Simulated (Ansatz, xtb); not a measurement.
**Relative energy of two isomers of C4H3F2NSe**

Structure X: `FC(F)c1cc[se]n1`, a singlet. Structure Y: `Cc1n[se]c(F)c1F`, a singlet. Both are isolated molecules in the gas phase, relaxed with PBE-D3(BJ)/def2-SVP; the shapes shown needn't be the lowest conformers.

X (Å):

```xyz
11

C    -0.7319   -2.0883    0.1611
C    -0.8595   -0.6069    0.4258
C     0.2753    0.2756    0.4289
C    -0.0786    1.5790    0.6926
F     0.1039   -2.6565    1.0855
F    -0.1715   -2.2949   -1.0715
N    -2.0688   -0.1248    0.6608
Se   -1.9253    1.6775    0.9445
H    -1.7230   -2.5906    0.2035
H     1.3043   -0.0609    0.2413
H     0.5844    2.4523    0.7542
```

Y (Å):

| atom | x (Å) | y (Å) | z (Å) |
| --- | --- | --- | --- |
| C | -1.8749 | -1.1954 | 0.3073 |
| C | -0.7882 | -0.5754 | -0.5197 |
| C | 0.0798 | 0.4889 | -2.4377 |
| C | -1.0400 | -0.0384 | -1.8298 |
| F | 0.1226 | 1.0445 | -3.6421 |
| F | -2.2574 | -0.0564 | -2.3939 |
| N | 0.4484 | -0.5112 | -0.0487 |
| Se | 1.5553 | 0.2982 | -1.2844 |
| H | -2.6908 | -0.4679 | 0.4972 |
| H | -2.3249 | -2.0628 | -0.2181 |
| H | -1.4576 | -1.5333 | 1.2733 |

Q: Which of the two would you expect CCSD(T)/def2-SVP + ΔMP2/def2-TZVPP electronic energies to favour?

A: Structure X; the calculation gives E(Y) − E(X) = +16.4 kcal/mol.

Level by level:

```
                             level             geometry  E(Y) − E(X) (kcal/mol)  departure from the last row (kcal/mol)  job, with rough time for the two
                          GFN2-xTB             GFN2-xTB                      +1.5                                   −14.9              optimisation, 0.17 s
                         HF/STO-3G             GFN2-xTB                      −3.3                                   −19.7              single point, 0.56 s
                r2SCAN-D4/def2-SVP             GFN2-xTB                     +12.7                                    −3.7               single point, 4.9 s
               PBE-D3(BJ)/def2-SVP  PBE-D3(BJ)/def2-SVP                     +10.6                                    −5.8                optimisation, 17 s
                       HF/def2-SVP  PBE-D3(BJ)/def2-SVP                     +19.5                                    +3.0           part of the CCSD(T) run
                      MP2/def2-SVP  PBE-D3(BJ)/def2-SVP                     +17.4                                    +0.9           part of the CCSD(T) run
                  CCSD(T)/def2-SVP  PBE-D3(BJ)/def2-SVP                     +16.4                                    −0.1                      single point
CCSD(T)/def2-SVP + ΔMP2/def2-TZVPP  PBE-D3(BJ)/def2-SVP                     +16.4                                                       single point, 2 min
```

As drawn, both hold the same kinds of bond in the same numbers. Structure X has 0 methyl groups, Y 1.

HF/STO-3G puts the two in the other order. The largest departure from CCSD(T)/def2-SVP + ΔMP2/def2-TZVPP is that of HF/STO-3G, 19.7 kcal/mol. The last row adds to CCSD(T) the change of the MP2 difference between the two basis sets, here +0.1 kcal/mol.

With thermal terms from frequencies at re-optimised GFN2-xTB minima (ideal gas, soft modes damped towards free rotors, one conformer each, 298.15 K, 1 atm): the zero-point term adds −0.2 kcal/mol; ΔH is +16.7 and ΔG +16.1 kcal/mol.

The correlated steps freeze 16 core orbitals; the filled d shell of Se is correlated, in a basis made for valence electrons. Codes used: Ansatz 0.2.0, xtb 6.7.1; the last row on 4 threads of Arm Neoverse V1 on a shared host.
